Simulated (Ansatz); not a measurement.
Compare A (`C=C[SiH](O)[SiH](O)O`) with its isomer B (`C=C[Si](O)(O)O[SiH3]`).

Gas-phase electronic energies from Ansatz, PBE0-D4/def2-TZVP geometries. CBS: MP2 limit from def2 TZ/QZ plus the TZ coupled-cluster correction, frozen cores. Functionals use def2-TZVPP. B3LYP here is the variant with VWN-RPA as its local correlation; programs differ in this. One conformer a species, not always the lowest.

Q: Which isomer does CCSD(T)/CBS put lower? Give the gap. (An estimate is asked.)

A: Computed: B, by 156.9 kJ/mol.

Q: Give E(B) − E(A) in kJ/mol with HF/def2-TZVPP, CCSD(T)/def2-TZVPP, ωB97M-V, PBE0-D4, CCSD/def2-TZVPP, PBE-D4, B3LYP. (An estimate is asked.)

A: The calculation gave: HF/def2-TZVPP -189.9, CCSD(T)/def2-TZVPP -159.1, ωB97M-V -159.2, PBE0-D4 -140.2, CCSD/def2-TZVPP -164.1, PBE-D4 -126.9, B3LYP -155.1. None reverses the order clearly.

Largest T1 diagnostic: 0.012.

In def2-TZVPP, CCSD(T) changes the Hartree–Fock value by +30.8 kJ/mol (the triples alone add +5.0 kJ/mol) and MP2 by +27.2 kJ/mol. From PBE to PBE0 (25 % exact exchange), in def2-TZVPP and without D4, E(B) − E(A) moves by −13.3 kJ/mol.
